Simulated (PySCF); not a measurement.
C6H16BFO.
Atom-mapped SMILES: `[BH3-:1][O+:2]([CH3:3])[C@@H:4]([CH3:5])[CH2:6][CH2:7][CH2:8][F:9]` (hydrogens: H10, H11, H12 on B1; H13, H14, H15 on C3; H16 on C4; H17, H18, H19 on C5; H20, H21 on C6; H22, H23 on C7; H24, H25 on C8)

Level of theory: PBE0-D3(BJ)/def2-SVP geometry optimisation, gas phase (PySCF 2.14.0).

Q: What internal coordinates does the optimisation give?

A: 
```csv
bond,length (Å)
B1–O2,1.637
O2–C3,1.419
O2–C4,1.454
C4–C5,1.513
C4–C6,1.517
C6–C7,1.520
C7–C8,1.511
C8–F9,1.372
"B1–H10, B1–H11, B1–H12",1.221
"C3–H13, C3–H14, C3–H15",1.099
C4–H16,1.103
"C5–H17, C5–H18, C5–H19",1.099
C6–H20,1.101
C6–H21,1.103
C7–H22,1.101
C7–H23,1.104
C8–H24,1.105
C8–H25,1.104
```

Bonds in one row agree within 0.01 Å and their mean is given. A selection of angles:
```csv
angle,degrees
O2–B1–H10,105.1
O2–B1–H11,102.6
H10–B1–H11,114.2
B1–O2–C3,112.8
B1–O2–C4,120.1
C3–O2–C4,115.1
O2–C3–H13,110.9
O2–C3–H14,106.5
O2–C3–H15,109.1
H13–C3–H14,109.3
H13–C3–H15,110.6
O2–C4–C5,111.4
O2–C4–C6,108.7
O2–C4–H16,104.2
C5–C4–C6,113.7
C5–C4–H16,110.0
C6–C4–H16,108.4
C4–C5–H17,110.6
C4–C5–H19,109.4
H17–C5–H18,108.3
H17–C5–H19,108.9
C4–C6–C7,113.7
C4–C6–H20,108.7
C4–C6–H21,106.6
C7–C6–H20,110.3
C7–C6–H21,110.4
H20–C6–H21,106.8
C6–C7–C8,112.2
C6–C7–H22,109.7
C6–C7–H23,110.5
C8–C7–H22,108.8
C8–C7–H23,108.5
H22–C7–H23,107.0
C7–C8–F9,110.3
C7–C8–H24,111.0
C7–C8–H25,110.6
F9–C8–H24,108.3
F9–C8–H25,108.6
H24–C8–H25,108.0
```

Dihedral angles: B1–O2–C4–C5 -54° (synclinal); O2–C4–C6–C7 54° (synclinal); C4–C6–C7–C8 179° (antiperiplanar); C6–C7–C8–F9 -179° (antiperiplanar).

Of the pairs four or more bonds apart, H12···H20 is among the closest relative to their van der Waals radii: 2.13 Å, 89 % of the sum of Bondi's values. O2 (oxygen bonded to B and 2 C) is pyramidal (angles 120.1°, 115.1° and 112.8°, sum 348.0°, 0.30 Å off the plane of its three neighbours). The 2 C–O bonds span 1.419 Å (O2–C3, drawn single) to 1.454 Å (O2–C4, drawn single), a spread of 0.035 Å. B1 (four-coordinate boron) is distorted tetrahedral (angles from 102.6° to 114.2°).

Point group: C1 (no symmetry element, even within 0.4 Å). PBE0-D3(BJ)/def2-SVP frequencies: not computed here. One conformer, not necessarily the lowest.
